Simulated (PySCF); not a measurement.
Structure problem from calculated spectra and properties.

Elements present: B, H, O and P. Monoisotopic mass: 78.0042 u.

| Quantity | Value |
| --- | --- |
| Rotational structure | rotational constants A, B, C: 9.630, 4.041, 2.902 GHz [PBE0-D3(BJ)/def2-SVP] |
| Polarisability | 50.1 au [wB97X-D/def2-SVPD] |
| Triplet | lowest triplet excitation (Tamm–Dancoff): 5.68 eV [TDA wB97X-D/def2-SVPD] |
| UV, first state | lowest singlet excitation: 6.43 eV (193 nm, f = 0.032) [TDDFT wB97X-D/def2-SVPD] |
| Dipole | 1.75 D [wB97X-D/def2-SVPD] |
| 1H NMR | chemical shifts (computed TMS as zero) by class: 4.05 (2 H), 1.78 (2 H) ppm [GIAO PBE0/pcSseg-1] |
| NMR, other nuclei | isotropic shieldings of nuclei other than C and H, by class: 67 (1 B), 191 (2 O), 580 (1 P) ppm [GIAO PBE0/pcSseg-1] |
| UV, strongest line | among the 10 lowest singlet transitions: S3 at 7.25 eV (171 nm, f = 0.187) [TDDFT wB97X-D/def2-SVPD] |
| XPS | P2p3/2 136.4, B1s 197.5, O1s 539.2 (×2), P1s 2149.9 eV [ΔSCF SCAN, pcX-2 on the ionised atom, pcseg-1 elsewhere, spin-free X2C, 2p3/2 from a spin–orbit splitting computed afterwards within the 2p shell] |

Electronic properties: PySCF, gas phase, density fitting. Levels stand in brackets. Geometry: PBE0-D3(BJ)/def2-SVP, one conformer, isolated molecule. NMR classes are plain means over equivalent atoms (diastereotopic ones count apart unless rotation or inversion swaps them), as if these changed places fast.

Question: Which formula fits the mass and the elements?

Answer: BH4O2P (calculated 78.0042). No other formula that holds each of these elements comes within 0.0003 u with a fitting electron parity and a possible valence count.

Question: Propose a structure and show how it fits.

Answer: Numbering: `[OH:1][B:2]([OH:3])[PH2:4]`. Hydrogen classes from least to most shielded: 2 H on 2 boron-bound oxygens, O1/O3 (4.05 ppm), 2 H on a three-coordinate phosphorus, P4 (1.78 ppm, a mean of values up to 0.8 ppm apart in this geometry). The other shieldings belong to: 67 ppm, three-coordinate boron [B2]; 191 ppm, boron-bound oxygen [O1/O3]; 580 ppm, three-coordinate phosphorus [P4]. The core levels belong to: P2p3/2 136.4 eV, three-coordinate phosphorus [P4]; B1s 197.5 eV, three-coordinate boron [B2]; O1s 539.2 eV, boron-bound oxygen [O1/O3]; P1s 2149.9 eV, three-coordinate phosphorus [P4]. One atom of each topological class was ionised and stands for its class. By its constants the optimised geometry is an asymmetric top. Structure: `OB(O)P`. The assignments are read from this structure; whether some other isomer fits the data as well wasn't checked.

The values belong to the conformer `[OH:1][B:2]([OH:3])[PH2:4]`: H–O1–B2–O3 -1°, H–O3–B2–O1 180°, H–P4–B2–O1 46°, H–P4–B2–O1 141°.
